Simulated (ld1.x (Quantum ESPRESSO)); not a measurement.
**sulfur (S): one change to a TM potential, before and after**

| Property | Result |
| --- | --- |
| Element | sulfur |
| Generator | ld1.x (Quantum ESPRESSO) 7.5 |
| Type | norm-conserving Troullier–Martins (Kleinman–Bylander form) |
| Functional | LDA (PZ) |
| Relativity | non-relativistic |
| Frozen core | [Ne] |
| Valence charge | 6 |
| Reference configuration | 3s2 3p4 |
| Partial waves | 3s (bound): rc 1.05 bohr; 3p (bound): rc 1.50 bohr; 3d channel at 0.25 Ry: rc 1.35 bohr |
| Local potential | the d channel |
| Core correction | a·sin(br)/r model core, default radius (core density twice the valence density) |

Change: wave 3s (bound): rc 1.05 bohr becomes 3s (bound): rc 1.52 bohr.

Cutoffs: the cutoffs (Ry, on a coarse ladder) from which the occupation-weighted sum of valence levels, in a spherical-Bessel basis at the reference potential, stays within 10 and 1 mRy of its value at 400 Ry; they do not see the model core or the augmentation charge, which bear on the density cutoff. Errors are all-electron minus pseudo energies relative to the spin-unpolarised reference configuration.

**Question.** How do hardness, ghosts and transferability respond?

**Answer.** The potential gets softer (70 Ry and 200 Ry → 25 Ry and 55 Ry); of the 9 tests that both files solve, the error grows in 0 and shrinks in 4 by more than 15 % and 0.3 meV (median size 12.2 → 11.4 meV); neither file shows a bound ghost. A larger radius leaves more room for a smooth pseudo-wave, so fewer plane waves are needed. That the errors move this way runs against the usual rule that smaller radii transfer better.

```tsv
quantity	base	changed
cutoff, loose	70 Ry	25 Ry
cutoff, tight	200 Ry	55 Ry
loose cutoff by channel (10 mRy a level)	s 60 Ry, p 10 Ry	s 21 Ry, p 10 Ry
bound ghosts	none	none
error for 3s2 3p3, meV [ΔE 11.88 eV]	+8.3	+7.1
error for 3s2 3p2, meV [ΔE 34.26 eV]	+57	+47
error for 3s2 3p1, meV [ΔE 68.43 eV]	+203	+163
error for 3s2 3p0, meV [ΔE 115.41 eV]	+551	+426
error for 3s1 3p4, meV [ΔE 22.53 eV]	+11	+11
error for 3s2 3p4.3, meV [ΔE -1.74 eV]	+0.3	+0.3
error for 3s1 3p5, meV [ΔE 10.11 eV]	-1.5	+0.3
error for 3s2 3p4 (spin-polarised), meV [ΔE -0.71 eV]	+12	+11
error for 3s2 3p3 (spin-polarised), meV [ΔE 9.91 eV]	+44	+40
s: phases at 1.64 bohr within 0.05 rad from the reference energy up to (Ry; the scan ends near 5)	-0.0	0.4
p: phases at 1.64 bohr within 0.05 rad from the reference energy up to (Ry; the scan ends near 5)	4.6	4.6
d: phases at 1.64 bohr within 0.05 rad from the reference energy up to (Ry; the scan ends near 5)	to the end of the scan	to the end of the scan
```
